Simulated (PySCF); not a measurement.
C4H10Zn, singlet, at a GFN2-xTB geometry (such geometries of metal compounds can be far from the true shape), with bond 15-10 at 1.25 times its length; PBE/STO-3G run with PySCF.

Here is a job for PySCF.
```python
from pyscf import gto, scf, dft

mol = gto.M(
    atom='''
Zn   -0.30746635    0.04716029    0.62768990
C     1.31390756   -1.19685824    0.96147938
C     1.90057200   -1.54116347   -0.40799597
H     1.05371279   -2.12216509    1.47556822
H     2.08550385   -0.71498622    1.56321157
H     2.21105267   -0.64433962   -0.94464031
H     1.17887263   -2.07575537   -1.02592346
H     2.77961763   -2.18124983   -0.30053390
C    -1.48661245    1.23677694   -0.58987469
C    -0.76352145    1.35347508   -1.93213218
H    -1.64678273    2.23759983   -0.18841351
H    -2.47552791    0.80937270   -0.75924929
H    -0.62076556    0.37589875   -2.39316623
H     0.21393698    1.82253568   -1.81723591
H    -1.48624926    2.11775470   -2.80343404
''',
    basis='sto-3g',
    verbose=5,
)

mf = dft.RKS(mol)
mf.xc = 'pbe'
mf.kernel()
mo_i, mo_e, stable_i, stable_e = mf.stability(internal=True, external=True, return_status=True, nroots=6, tol=1e-6)
print('internally stable:', stable_i, ' externally stable:', stable_e)
if not stable_e:
    umf = mf.to_uhf() if not hasattr(mf, 'xc') else mf.to_uks()
    umf.scf_summary = {}
    umf.kernel(umf.make_rdm1(mo_e, umf.mo_occ))
```

The log (banner, timings and long lists left out):

```
PySCF version 2.14.0

[INPUT] verbose = 5
[INPUT] max_memory = 4000
[INPUT] num. atoms = 15
[INPUT] num. electrons = 64
[INPUT] charge = 0
[INPUT] spin (= nelec alpha-beta = 2S) = 0
[INPUT] symmetry False subgroup None
[INPUT] Mole.unit = angstrom
[INPUT] Symbol           X                Y                Z      unit          X                Y                Z       unit  Magmom
[...]
[INPUT] ---------------- BASIS SET ----------------
[INPUT] l, kappa, [nprim/nctr], expnt,             c_1 c_2 ...
[INPUT] C
[...]
                                13.045096         0.53532814
                                3.5305122         0.44463454
[...]
                                0.6834831         0.39951283
                                0.2222899         0.70011547
[...]
                                0.6834831         0.60768372
                                0.2222899         0.39195739
[INPUT] H
[...]
                                0.62391373        0.53532814
                                0.1688554         0.44463454
[INPUT] Zn
[...]
                                351.4485021       0.5353281423
                                95.11568021       0.4446345422
[...]
                                36.21425391       0.3995128261
                                11.77799934       0.7001154689
[...]
                                3.746257327       0.2175436044
                                1.445422541       0.9166769611
[...]
                                0.328360379       0.0196064117
                                0.1450074055      1.131034442
[...]
                                36.21425391       0.6076837186
                                11.77799934       0.3919573931
[...]
                                3.746257327       0.5777664691
                                1.445422541       0.4846460366
[...]
                                0.328360379       0.5715227604
                                0.1450074055      0.5498949471
[...]
                                3.339297018       0.6555473627
                                1.288404602       0.286573259

nuclear repulsion = 316.866999785291
number of shells = 30
number of NR pGTOs = 144
number of NR cGTOs = 48
basis = sto-3g
ecp = {}

******** <class 'pyscf.dft.rks.RKS'> ********
method = RKS
initial guess = minao
damping factor = 0
level_shift factor = 0
DIIS = <class 'pyscf.scf.diis.CDIIS'>
diis_start_cycle = 1
diis_space = 8
diis_damp = 0
SCF conv_tol = 1e-09
SCF conv_tol_grad = None
SCF max_cycles = 50
direct_scf = True
direct_scf_tol = 1e-13
XC library pyscf.dft.libxc version 7.1.2
    S. Lehtola, C. Steigemann, M. J. T. Oliveira, and M. A. L. Marques,  SoftwareX 7, 1–5 (2018)
XC functionals = pbe
    J. P. Perdew, K. Burke, and M. Ernzerhof,  Phys. Rev. Lett. 77, 3865 (1996)
    J. P. Perdew, K. Burke, and M. Ernzerhof,  Phys. Rev. Lett. 78, 1396 (1997)
    J. P. Perdew, K. Burke, and M. Ernzerhof,  Phys. Rev. Lett. 77, 3865 (1996)
    J. P. Perdew, K. Burke, and M. Ernzerhof,  Phys. Rev. Lett. 78, 1396 (1997)
radial grids:
    Treutler-Ahlrichs [JCP 102, 346 (1995); DOI:10.1063/1.469408] (M4) radial grids

becke partition: Becke, JCP 88, 2547 (1988); DOI:10.1063/1.454033
pruning grids: <function nwchem_prune>
grids dens level: 3
symmetrized grids: False
atomic radii adjust function: <function treutler_atomic_radii_adjust>
small_rho_cutoff = 0
Set gradient conv threshold to 3.16228e-05
Initial guess from minao.
atom Zn rad-grids = 90, ang-grids = [ 50  50  50  50  50  50  50  50  50  50  50  50  50  50  50  50  50  50
  50  50  50  50  50  50  50  50  50  50  86  86  86  86  86  86  86  86
  86  86  86  86  86  86  86  86 350 350 350 350 350 350 350 350 350 350
 350 434 434 434 434 434 434 434 434 434 434 434 434 434 434 434 434 434
 434 434 434 434 350 350 350 350 350 350 350 350 350 350 350 350 350 350]
atom C rad-grids = 75, ang-grids = [ 50  50  50  50  50  50  50  50  50  50  50  50  50  50  50  50  50  50
[...]
SCF not converged.
<class 'pyscf.dft.rks.RKS'> wavefunction has an internal instability
<class 'pyscf.dft.rks.RKS'> wavefunction has an real -> complex instability
<class 'pyscf.dft.rks.RKS'> wavefunction has an RHF/RKS -> UHF/UKS instability
internally stable: False  externally stable: False
[...]
cycle= 48 E= -1914.572929166  delta_E= -7.28e-05  |g|= 0.00119  |ddm|= 0.0468
  alpha mo_energy =
[-3.42476310e+02 -4.09553856e+01 -3.69929522e+01 -3.69922515e+01
 -3.69811382e+01 -9.71221547e+00 -9.70655043e+00 -9.67549794e+00
 -9.67414503e+00 -4.55650490e+00 -3.03335437e+00 -3.02655591e+00
 -3.01685960e+00 -6.40030616e-01 -6.30361797e-01 -5.03976273e-01
 -4.94189596e-01 -3.52933443e-01 -3.52274460e-01 -3.49189924e-01
 -3.10078095e-01 -2.76950671e-01 -2.72779363e-01 -2.59429555e-01
 -2.57285074e-01 -2.47294959e-01 -1.77238554e-01 -6.76608352e-02
 -5.09067774e-02 -2.99412794e-02 -2.21882242e-02 -3.37697058e-03
 -4.28046049e-04  2.38128029e-03  1.11905853e-01  2.25342772e-01
  3.58254713e-01  3.70153176e-01  3.73867700e-01  3.97842355e-01
  4.00784221e-01  4.01358856e-01  4.34056517e-01  4.52371453e-01
  4.67776293e-01  4.76528760e-01  4.82071664e-01  4.85555354e-01]
  beta  mo_energy =
[-3.42474999e+02 -4.09778885e+01 -3.70120856e+01 -3.70109979e+01
 -3.69944677e+01 -9.71219753e+00 -9.70646065e+00 -9.67396983e+00
 -9.67256089e+00 -4.63029422e+00 -3.11636907e+00 -3.10803540e+00
 -3.07420434e+00 -6.38306939e-01 -6.28619415e-01 -5.01535433e-01
 -4.92303773e-01 -3.51284961e-01 -3.49188335e-01 -3.44707226e-01
 -3.03707467e-01 -2.74459472e-01 -2.71317095e-01 -2.57448595e-01
 -2.55968215e-01 -2.33339113e-01 -1.69641916e-01 -1.56776591e-01
 -1.22733577e-01 -8.68560933e-02 -7.32198694e-02 -6.87008936e-02
  1.91469416e-02  6.34696914e-02  1.12491683e-01  2.27403818e-01
  3.71660478e-01  3.74359469e-01  3.75541209e-01  3.99949190e-01
  4.03149222e-01  4.07649565e-01  4.35192712e-01  4.54074515e-01
  4.70924457e-01  4.78596449e-01  4.85424985e-01  4.88123125e-01]
multiplicity <S^2> = 1.2944644  2S+1 = 2.4855297
nelec by numeric integration = [31.99999916 31.99999999]
E1 = -3290.6295855015387  E2 = 1059.189643987697  Ecoul = 1154.9272501408695  Exc = -95.73760615317255
cycle= 49 E= -1914.57294172855  delta_E= -1.26e-05  |g|= 0.00102  |ddm|= 0.0149
  alpha mo_energy =
[-3.42476293e+02 -4.09553281e+01 -3.69929385e+01 -3.69924542e+01
 -3.69808039e+01 -9.71210097e+00 -9.70665990e+00 -9.67502870e+00
 -9.67414367e+00 -4.55632650e+00 -3.03347738e+00 -3.02642512e+00
 -3.01633436e+00 -6.40113354e-01 -6.30259740e-01 -5.04020584e-01
 -4.94070889e-01 -3.52963023e-01 -3.52274023e-01 -3.49148535e-01
 -3.10036850e-01 -2.76937346e-01 -2.72739942e-01 -2.59403265e-01
 -2.57215374e-01 -2.47304597e-01 -1.77168651e-01 -6.68267696e-02
 -5.13370534e-02 -2.98924629e-02 -2.23541803e-02 -3.31303231e-03
 -2.06512750e-04  2.55043416e-03  1.12323845e-01  2.25327843e-01
  3.58349044e-01  3.70131509e-01  3.73930575e-01  3.97761040e-01
  4.00896499e-01  4.01355977e-01  4.34043404e-01  4.52296495e-01
  4.67984477e-01  4.76536266e-01  4.82155124e-01  4.85519812e-01]
  beta  mo_energy =
[-3.42474983e+02 -4.09779038e+01 -3.70122740e+01 -3.70112359e+01
 -3.69940695e+01 -9.71208361e+00 -9.70657991e+00 -9.67346298e+00
 -9.67252530e+00 -4.63037814e+00 -3.11701119e+00 -3.10842830e+00
 -3.07340923e+00 -6.38381534e-01 -6.28497540e-01 -5.01547226e-01
 -4.92151034e-01 -3.51295876e-01 -3.49131600e-01 -3.44770948e-01
 -3.03664331e-01 -2.74460889e-01 -2.71228962e-01 -2.57401828e-01
 -2.55870456e-01 -2.33357257e-01 -1.69424670e-01 -1.57910403e-01
 -1.22540596e-01 -8.73038888e-02 -7.27318542e-02 -6.80865514e-02
  1.88507916e-02  6.37767275e-02  1.12402372e-01  2.27356293e-01
  3.71649399e-01  3.74474619e-01  3.75626524e-01  3.99861551e-01
  4.03256056e-01  4.07772678e-01  4.35189025e-01  4.54016639e-01
  4.71174451e-01  4.78647409e-01  4.85541766e-01  4.88121779e-01]
multiplicity <S^2> = 1.2952472  2S+1 = 2.4861595
nelec by numeric integration = [31.99999923 31.99999999]
E1 = -3290.5418778516796  E2 = 1059.1018910432476  Ecoul = 1154.8364290220247  Exc = -95.73453797877715
cycle= 50 E= -1914.57298702314  delta_E= -4.53e-05  |g|= 0.00168  |ddm|= 0.0696
SCF not converged.
SCF energy = -1914.57298702314 after 50 cycles  <S^2> = 1.2952472  2S+1 = 2.4861595
```

Convergence was not reached.
